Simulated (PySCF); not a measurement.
Structure problem from calculated spectra and properties.

Elements present: C, H, O and P. Monoisotopic mass: 132.0704 u.

| Property | Result |
| --- | --- |
| Rotational structure | rotational constants A, B, C: 2.240, 1.426, 1.142 GHz [PBE0-D3(BJ)/def2-SVP] |
| UV, first state | lowest singlet excitation: 6.09 eV (204 nm, f = 0.005) [TDDFT CAM-B3LYP/def2-SVPD] |
| 13C NMR | chemical shifts (computed TMS as zero) by class: 142.6 (1 C), 141.9 (1 C), 34.0 (1 C), 17.2 (1 C), 16.3 (1 C), 16.2 (1 C) ppm [GIAO PBE/pcSseg-1] |
| UV, strongest line | among the 10 lowest singlet transitions: S4 at 7.30 eV (170 nm, f = 0.265) [TDDFT CAM-B3LYP/def2-SVPD] |
| Triplet | lowest triplet excitation (Tamm–Dancoff): 4.28 eV [TDA CAM-B3LYP/def2-SVPD] |
| 1H NMR | chemical shifts (computed TMS as zero) by class: 6.80 (1 H), 6.46 (1 H), 6.24 (1 H), 1.26 (1 H), 1.24 (3 H), 1.19 (3 H), 1.06 (3 H) ppm [GIAO PBE/pcSseg-1] |

Electronic properties: PySCF, gas phase, density fitting. Levels stand in brackets. Isolated species at its PBE0-D3(BJ)/def2-SVP geometry (one conformer only). Each NMR value is the plain mean over a class of atoms that symmetry, rotation or inversion makes alike.

**Question.** Which formula fits the mass and the elements?

**Answer.** C6H13OP (calculated 132.0704). No other formula that holds each of these elements comes within 0.0003 u with a fitting electron parity and a possible valence count.

**Question.** What is the compound? Reason from the data.

**Answer.** Numbering: `[CH2:1]=[CH:2][P@@:3]([CH3:4])(=[O:5])[CH:6]([CH3:7])[CH3:8]`. 6 carbons fall into 6 classes; from least to most shielded: terminal =CH2 carbon [C1] (142.6 ppm), alkene CH carbon [C2] (141.9 ppm), sp3 carbon bound to phosphorus [C6] (34.0 ppm), methyl carbon [C7] (17.2 ppm), methyl carbon [C8] (16.3 ppm), sp3 carbon bound to phosphorus [C4] (16.2 ppm). Hydrogen classes from least to most shielded: 1 H on a terminal =CH2 carbon, C1 (6.80 ppm), 1 H on a terminal =CH2 carbon, C1 (6.46 ppm), 1 H on an alkene CH carbon, C2 (6.24 ppm), 1 H on an sp3 carbon bound to phosphorus, C6 (1.26 ppm), 3 H on an sp3 carbon bound to phosphorus, C4 (1.24 ppm, a mean of values up to 0.7 ppm apart in this geometry), 3 H on a methyl carbon, C8 (1.19 ppm, a mean of values up to 0.6 ppm apart in this geometry), 3 H on a methyl carbon, C7 (1.06 ppm, a mean of values up to 0.6 ppm apart in this geometry). The optimised geometry has point group C1 and is an asymmetric top. Structure: `O=[P@@](C)(C(C)C)C=C`. Computed isomers that give other values at the same levels: `C[C@@H]1CCCC[P@H]1=O` (smallest rotational constant: 1.041 GHz; this holds for the one conformer computed); `C[C@@H]1CC[P@@H](=O)[C@@H]1C` (lowest singlet excitation: 6.88 eV (180 nm, f = 0.013)). The assignments are read from this structure; whether some other isomer fits the data as well wasn't checked. The mirror image fits equally.

The values belong to the conformer `[CH2:1]=[CH:2][P@@:3]([CH3:4])(=[O:5])[CH:6]([CH3:7])[CH3:8]`: C1–C2–P3–C4 -124°, C2–P3–C6–C7 -66°.
